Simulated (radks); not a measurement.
Values are calculated unless marked as measured or tabulated.
Task: The arsenic ion As13+, configuration [He] 2s2 2p5 3s2 3p6 3d3 (not the ground configuration). Level of theory: non-relativistic Kohn-Sham, PBE, spin-polarised, spherical densities, point nucleus; open shells are filled with parallel spins first (a radial shooting solver on a logarithmic mesh with Libxc functionals). Some entries of the table are withheld. Estimate them.

| orbital | occ. | eigenvalue (hartree) | <r> (bohr) | <r^2> (bohr^2) |
|---|---|---|---|---|
| 1s up | 1 | -442.6342 | 0.04637 | 0.002880 |
| 1s down | 1 | -442.4465 | 0.04635 | 0.002877 |
| 2s up | 1 | -70.20514 | 0.2040 | 0.04892 |
| 2s down | 1 | -69.70952 | 0.2040 | 0.04892 |
| 2p up | 3 | (1) | 0.1759 | 0.03771 |
| 2p down | 2 | (2) | 0.1759 | 0.03772 |
| 3s up | 1 | -20.06560 | 0.5447 | 0.3380 |
| 3s down | 1 | -19.79846 | 0.5478 | 0.3418 |
| 3p up | 3 | -18.19681 | 0.5353 | 0.3311 |
| 3p down | 3 | -17.91505 | 0.5393 | 0.3360 |
| 3d up | 3 | -15.03983 | 0.4942 | 0.2873 |
| 3d down | 0 | -14.70494 | 0.5004 | 0.2949 |

Result: 
(1) 2p up eigenvalue (hartree): -64.94614
(2) 2p down eigenvalue (hartree): -64.44088
